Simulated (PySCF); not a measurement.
**Excitation energies in several basis sets**

Species: H₁₁NSSi₄.
Bonds: Si1–S2, S2–Si3, Si3–N4, N4–Si5, N4–Si6. Hydrogens: H7, H8, H9 on Si1; H10, H11 on Si3; H12, H13, H14 on Si5; H15, H16, H17 on Si6.

TDDFT with PBE0 (PySCF), vertical singlets, core orbitals frozen in the response, spherical d and f functions. One conformer (not necessarily the lowest) at the PBE0-D3(BJ)/def2-SVP geometry, without solvent, vibrations or thermal averaging.

Task: How do the low singlets change with the basis? Take 6-31G*, 6-31+G*, def2-SVP, def2-SVPD, aug-cc-pVDZ and def2-TZVP.

Result: 

```
      basis  functions  diffuse  S1 (eV)  S2 (eV)  S3 (eV)  S4 (eV)  S5 (eV)  LUMO (eV)  α (au)
     6-31G*        126       no     5.96     6.09     6.40     6.62     6.72      -0.14   111.1
    6-31+G*        150      yes     5.77     5.93     6.14     6.35     6.52      -0.53   124.5
   def2-SVP        159       no     6.09     6.26     6.52     6.77     6.89      -0.10   118.4
  def2-SVPD        231      yes     5.83     6.00     6.21     6.39     6.53      -0.45   136.6
aug-cc-pVDZ        257      yes     5.71     5.88     6.08     6.27     6.39      -0.54   138.8
  def2-TZVP        282       no     5.84     6.05     6.24     6.43     6.65      -0.45   130.5
```

States are compared by their number. Against the largest diffuse basis here (aug-cc-pVDZ, itself not a converged limit), sets without diffuse functions differ by up to 0.37 eV in S1 and 0.50 eV in S5; the smaller diffuse sets differ by up to 0.12 and 0.14 eV. State by state, the largest deviation of a set without diffuse functions is S1 0.37, S2 0.37, S3 0.44, S4 0.50, S5 0.50 eV. The same number needn't mean the same state in each row. Against aug-cc-pVDZ the polarisability deviates by -20% in 6-31G*, -10% in 6-31+G*, -15% in def2-SVP, -2% in def2-SVPD, -6% in def2-TZVP. A single + in a Pople set puts diffuse functions on heavy atoms only.
